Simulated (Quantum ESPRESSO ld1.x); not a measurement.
Values are calculated unless marked as measured or tabulated.
Problem. Eu53+, configuration [Ne]. Level of theory: scalar-relativistic Kohn-Sham, LDA (Slater exchange, Perdew-Zunger correlation), spin-polarised, spherical densities, point nucleus (ld1.x of Quantum ESPRESSO 7.5). Some entries of the table are withheld. Estimate them.

orbital,occ.,eigenvalue (Ry),<r^2> (bohr^2)
1s,2,-3853.03,0.0006787
2s,2,-865.453,(1)
2p,6,(2),0.008190

Solution. 
(1) 2s <r^2> (bohr^2): 0.01029
(2) 2p eigenvalue (Ry): -805.369
